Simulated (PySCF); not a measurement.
F5Te, multiplicity 2. Atoms are numbered in the order given.

```xyz
6

F      1.3730    -1.3730     0.1894
Te     0.0000     0.0000     0.1661
F      1.3730     1.3730     0.1894
F     -1.3730    -1.3730     0.1894
F      0.0000     0.0000    -1.7175
F     -1.3730     1.3730     0.1894
```
Charge 0, spin multiplicity 2.

Geometry optimised at B3LYP-D3(BJ)/def2-SVP. The isomer is the one that the SMILES or the coordinates give; other isomers of the formula were not compared. The def2 effective core potentials stand for the cores of Te; spin–orbit coupling is left out.

Method: CAM-B3LYP/def2-TZVP (PySCF).

Atomic charges (e):

| atom | Mulliken | Löwdin | Mulliken spin |
|---|---|---|---|
| F1 | -0.35 | -0.27 | 0.16 |
| Te2 | 1.70 | 1.29 | 0.37 |
| F3 | -0.35 | -0.27 | 0.16 |
| F4 | -0.35 | -0.27 | 0.16 |
| F5 | -0.32 | -0.22 | 0.00 |
| F6 | -0.35 | -0.27 | 0.16 |

Q: Give the Mayer and Wiberg (Löwdin basis) orders of the bonds. (Estimate from the structure and the level; the computed values follow.)

A: 
```
bond    Mayer  Wiberg
------  -----  ------
F1–Te2   0.87    1.25
Te2–F3   0.87    1.25
Te2–F4   0.87    1.25
Te2–F5   0.96    1.31
Te2–F6   0.87    1.25
```
